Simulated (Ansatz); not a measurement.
Gas-phase electronic energies from Ansatz, PBE0-D4/def2-TZVP geometries. CBS: MP2 limit from def2 TZ/QZ plus the TZ coupled-cluster correction, frozen cores. Double bonds are as drawn, so ΔE can hold a change between cis and trans. DFT in def2-TZVPP. B3LYP here is the variant with VWN-RPA as its local correlation; programs differ in this. HSE06 is defined as in plane-wave codes. For Mg outer-core shells are correlated without core-valence functions, which leaves a few kJ/mol of doubt a bond. Each species was taken in one conformer, which may not be the lowest.

Consider the substitution at a C–N bond: `C/N=C/NC` + `[SiH3][O][Mg][SH]` → `C[S][Mg][O][SiH3]` + `C/N=C\N`.

`C/N=C/NC`:

Z-matrix (Å, degrees):
```
C
N 1 1.436
H 1 1.102 2 113.7
H 1 1.094 2 110.0 3 -121.4
H 1 1.095 2 110.2 3 121.3
C 2 1.266 1 117.4 3 -2.1
N 6 1.360 2 123.0 1 -176.6
H 6 1.100 2 123.3 1 1.5
C 7 1.440 6 120.4 2 -8.6
H 7 1.004 6 116.4 2 -162.4
H 9 1.090 7 109.1 6 175.8
H 9 1.096 7 112.4 6 -62.7
H 9 1.091 7 109.5 6 56.5
```

`[SiH3][O][Mg][SH]`:

```xyz
8

Si    1.564   -0.803    0.606
O     0.147   -0.148    0.202
Mg   -1.421    0.579   -0.251
S    -3.433    1.497   -0.800
H     1.976   -1.850   -0.374
H     2.644    0.225    0.648
H     1.499   -1.446    1.952
H    -2.976    1.946   -1.982
```

`C[S][Mg][O][SiH3]`:

```xyz
11

C    -0.739   -1.043    2.934
S    -1.549    0.412    2.181
Mg   -0.561    0.577    0.136
O     0.222    0.698   -1.468
Si    0.921    0.814   -2.915
H    -0.922   -1.953    2.363
H    -1.178   -1.170    3.923
H     0.334   -0.895    3.055
H     2.397    1.001   -2.792
H     0.691   -0.414   -3.731
H     0.385    1.974   -3.687
```

`C/N=C\N`:

Z-matrix (Å, degrees):
```
C
N 1 1.442
H 1 1.090 2 109.6
H 1 1.100 2 112.2 3 119.5
H 1 1.101 2 112.6 3 -119.2
C 2 1.267 1 117.1 3 179.0
N 6 1.369 2 127.8 1 1.9
H 6 1.091 2 118.5 1 179.4
H 7 1.004 6 118.4 2 -165.8
H 7 1.005 6 119.0 2 -15.4
```

```
             level  ΔE (kJ/mol)  difference from CCSD(T)/CBS
            PBE-D4         15.2                          0.3
         revPBE-D4         13.7                         -1.2
           BLYP-D4         16.1                          1.2
         r2SCAN-D4         16.8                          1.9
            B97M-V         19.1                          4.2
           PBE0-D4         16.8                          1.9
          B3LYP-D4         17.9                          3.0
        r2SCANh-D4         17.1                          2.2
        r2SCAN0-D4         17.7                          2.8
          HSE06-D4         16.6                          1.7
          BHLYP-D4         19.8                          4.9
      CAM-B3LYP-D4         21.5                          6.6
           ωB97M-V         17.2                          2.3
            B2PLYP         17.7                          2.8
          PBE-QIDH         17.4                          2.5
               PBE         15.2                          0.3
            revPBE         12.9                         -2.0
              BLYP         16.6                          1.7
            r2SCAN         16.5                          1.6
              PBE0         16.7                          1.8
             B3LYP         18.3                          3.4
           r2SCANh         16.9                          2.0
           r2SCAN0         17.4                          2.5
             HSE06         16.6                          1.7
             BHLYP         20.7                          5.8
         CAM-B3LYP         21.5                          6.6
           LC-ωPBE         18.0                          3.1
RPA@PBE/def2-TZVPP         19.6                          4.7
       HF/def2-SVP         36.0                         21.1
      MP2/def2-SVP         34.6                         19.7
     CCSD/def2-SVP         36.6                         21.7
     HF/def2-TZVPP         22.7                          7.8
    MP2/def2-TZVPP         16.6                          1.7
SCS-MP2/def2-TZVPP         17.5                          2.6
   CCSD/def2-TZVPP         19.7                          4.8
     HF/def2-QZVPP         23.2                          8.3
    MP2/def2-QZVPP         14.7                         -0.2
SCS-MP2/def2-QZVPP         15.6                          0.7
      HF/CBS(def2)         23.2                          8.3
    CCSD/CBS(def2)         16.1                          1.2
       CCSD(T)/CBS         14.9                            0
```

Largest T1 diagnostic among the species: 0.013.

In def2-TZVPP, CCSD(T) changes the Hartree–Fock value by −4.2 kJ/mol (the triples alone add −1.2 kJ/mol) and MP2 by −6.1 kJ/mol. From BLYP to BHLYP (50 % exact exchange), in def2-TZVPP and without D4, ΔE moves by +4.1 kJ/mol. At CCSD(T), def2-SVP lies +21.7 kJ/mol from the extrapolated value and def2-TZVPP +3.6 kJ/mol.
